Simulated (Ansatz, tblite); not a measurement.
Cost and result up the ladder for the cluster Zn2Se⁺ (the lowest doublet isomer of a short search) (3 atoms). Charge 1, multiplicity 2. Geometry: r2SCAN-D4/def2-TZVP.

```xyz
3

Zn   -1.778    0.190   -0.772
Zn    1.280   -0.021    1.468
Se    0.498   -0.169   -0.696
```

Ansatz on 4 threads of Arm Neoverse V1 on a shared host; xTB runs through tblite on one thread. Times are rough, summed over both states, and most runs start from the orbitals of an earlier one. CCSD(T)/def2-TZVP serves as the yardstick here, not as an exact answer. The other state is a quartet at its own geometry.

The xTB rows come from tblite. B3LYP takes the VWN-RPA correlation. Correlated methods freeze 27 core orbitals; core or outer-core shells of Se are correlated, in sets that lack core-valence functions. In CCSD on the charge 1 doublet the largest single amplitude is 0.31, so its Hartree–Fock determinant may place the open shell otherwise than the density functionals do. The structure comes from a short search, and lower isomers may exist.

Correlated methods converge slowly with the basis.

xTB has no spin-polarisation term.

| level | functions | wall time |
| --- | --- | --- |
| GFN1-xTB | 17 | 0.004 s |
| GFN2-xTB | 17 | 0.004 s |
| PBE-D4/def2-TZVP (with forces) | 144 | 5.4 s |
| BLYP-D4/def2-TZVP | 144 | 5.8 s |
| HF/def2-TZVP | 144 | 7.2 s |
| RPA@PBE/def2-TZVP | 144 | 7.8 s |
| B3LYP-D4/def2-TZVP | 144 | 8.5 s |
| PBE0-D4/def2-TZVP | 144 | 8.7 s |
| r2SCAN-D4/def2-TZVP | 144 | 14 s |
| B97M-V/def2-TZVP | 144 | 21 s |
| ωB97X-V/def2-TZVP | 144 | 30 s |
| CCSD(T)/def2-TZVP | 144 | 58 s |

(1) Estimate what each level gives for the quartet − doublet (eV).

## Answers

(1) 
```json
{"level": "GFN1-xTB", "quartet − doublet (eV)": "2.20", "difference from CCSD(T)/def2-TZVP (eV)": "1.40"}
{"level": "GFN2-xTB", "quartet − doublet (eV)": "1.17", "difference from CCSD(T)/def2-TZVP (eV)": "0.38"}
{"level": "PBE-D4/def2-TZVP (with forces)", "quartet − doublet (eV)": "1.03", "difference from CCSD(T)/def2-TZVP (eV)": "0.24"}
{"level": "BLYP-D4/def2-TZVP", "quartet − doublet (eV)": "0.95", "difference from CCSD(T)/def2-TZVP (eV)": "0.16"}
{"level": "HF/def2-TZVP", "quartet − doublet (eV)": "-0.30", "difference from CCSD(T)/def2-TZVP (eV)": "-1.09"}
{"level": "RPA@PBE/def2-TZVP", "quartet − doublet (eV)": "0.97", "difference from CCSD(T)/def2-TZVP (eV)": "0.18"}
{"level": "B3LYP-D4/def2-TZVP", "quartet − doublet (eV)": "0.85", "difference from CCSD(T)/def2-TZVP (eV)": "0.06"}
{"level": "PBE0-D4/def2-TZVP", "quartet − doublet (eV)": "0.85", "difference from CCSD(T)/def2-TZVP (eV)": "0.06"}
{"level": "r2SCAN-D4/def2-TZVP", "quartet − doublet (eV)": "0.86", "difference from CCSD(T)/def2-TZVP (eV)": "0.07"}
{"level": "B97M-V/def2-TZVP", "quartet − doublet (eV)": "1.04", "difference from CCSD(T)/def2-TZVP (eV)": "0.25"}
{"level": "ωB97X-V/def2-TZVP", "quartet − doublet (eV)": "0.70", "difference from CCSD(T)/def2-TZVP (eV)": "-0.09"}
{"level": "CCSD(T)/def2-TZVP", "quartet − doublet (eV)": "0.79", "difference from CCSD(T)/def2-TZVP (eV)": "0.00"}
```
